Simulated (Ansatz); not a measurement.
Compare A (`O[Si](O)(F)[SiH2]F`) with its isomer B (`O[SiH2]O[SiH](F)F`).

Computed with Ansatz on PBE0-D4/def2-TZVP structures; ΔE is electronic, products minus reactants. CBS: MP2 limit from def2 TZ/QZ plus the TZ coupled-cluster correction, frozen cores. DFT in def2-TZVPP. B3LYP here is the variant with VWN-RPA as its local correlation; programs differ in this. Each species was taken in one conformer, which may not be the lowest.

(1) Which is lower in electronic energy at CCSD(T)/CBS, and by how much? (Estimate.)

(2) Give E(B) − E(A) in kcal/mol with MP2/def2-TZVPP, PBE0-D4, CCSD(T)/def2-TZVPP, r2SCAN-D4, B3LYP, ωB97M-V, B2PLYP. (An estimate is asked.)

Largest T1 diagnostic: 0.012.

Answers

(1) Ansatz gave: B, by 36.0 kcal/mol.

(2) Ansatz gave: MP2/def2-TZVPP -38.1, PBE0-D4 -31.2, CCSD(T)/def2-TZVPP -36.4, r2SCAN-D4 -34.2, B3LYP -34.8, ωB97M-V -35.8, B2PLYP -36.4. None reverses the order clearly.

In def2-TZVPP, CCSD(T) changes the Hartree–Fock value by +5.4 kcal/mol (the triples alone add +0.8 kcal/mol) and MP2 by +3.7 kcal/mol. From PBE to PBE0 (25 % exact exchange), in def2-TZVPP and without D4, E(B) − E(A) moves by −2.7 kcal/mol.
